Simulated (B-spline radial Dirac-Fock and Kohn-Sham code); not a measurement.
Elastic scattering of 7.74 keV positrons by neutral krypton

These are calculated numbers from an atomic code on a B-spline grid; the model is relativistic (Dirac) partial waves in the static field of the Dirac-Fock atom, without polarisation or absorption potentials.

| θ (°) | dσ/dΩ (Å²/sr) |
| --- | --- |
| 0 | 34.2 |
| 10 | 0.664 |
| 20 | 0.0793 |
| 30 | 0.0218 |
| 40 | 0.00843 |
| 50 | 0.00396 |
| 60 | 0.00215 |
| 70 | 0.00130 |
| 80 | 0.000859 |
| 90 | 0.000605 |
| 100 | 0.000450 |
| 110 | 0.000351 |
| 120 | 0.000285 |
| 130 | 0.000241 |
| 140 | 0.000210 |
| 150 | 0.000190 |
| 160 | 0.000176 |
| 170 | 0.000169 |
| 180 | 0.000167 |

The total elastic cross section is 0.532 Å², the first transport cross section 0.0141 Å² and the second, weighted with (3/2) sin²θ, 0.0314 Å². The mean deflection is ⟨1 − cos θ⟩ = 0.0264, and 0.37 % of the collisions scatter beyond 90°.
